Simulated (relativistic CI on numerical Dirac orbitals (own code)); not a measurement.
# d5 in a ligand field

Computed with a parametric ligand-field model of a d^n configuration (Racah B and C, spin-orbit zeta, crystal field), exact diagonalisation.

Field parameters in Wybourne normalisation: Oh B⁴₀ = 21Dq, B⁴₄ = √(5/14) B⁴₀. The field is a parameter set, without covalency.

B = 700 cm⁻¹, C = 2790 cm⁻¹ (C/B = 3.99), Oh, no spin-orbit coupling. Tanabe-Sugano data, E/B above the lowest term (Δ = |10Dq|; b, c mark the second and third term of a kind):

| Δ/B | 6A1 | 4T1 | 4T2 | 4T1(b) | 2T2 | 2A2 |
| --- | --- | --- | --- | --- | --- | --- |
| 1.0 | 0.00 | 29.76 | 29.91 | 35.06 | 42.70 | 42.77 |
| 5.0 | 0.00 | 27.13 | 29.35 | 37.43 | 38.51 | 40.64 |
| 9.0 | 0.00 | 23.59 | 27.88 | 40.28 | 31.78 | 37.35 |
| 13.0 | 0.00 | 19.83 | 25.42 | 42.67 | 24.49 | 33.72 |
| 17.0 | 0.00 | 15.99 | 22.32 | 44.28 | 17.00 | 29.94 |
| 21.0 | 0.00 | 12.11 | 18.87 | 45.23 | 9.39 | 26.08 |
| 25.0 | 0.00 | 8.20 | 15.23 | 45.76 | 1.70 | 22.19 |
| 29.0 | 6.04 | 10.31 | 17.52 | 52.12 | 0.00 | 24.31 |
| 33.0 | 13.82 | 14.15 | 21.49 | 60.10 | 0.00 | 28.16 |
| 37.0 | 21.63 | 18.01 | 25.44 | 68.05 | 0.00 | 32.02 |
| 41.0 | 29.46 | 21.89 | 29.39 | 75.98 | 0.00 | 35.90 |
| 45.0 | 37.32 | 25.78 | 33.34 | 83.90 | 0.00 | 39.79 |

The ground term changes from 6A1 to 2T2 between Δ/B = 25.0 and 29.0.
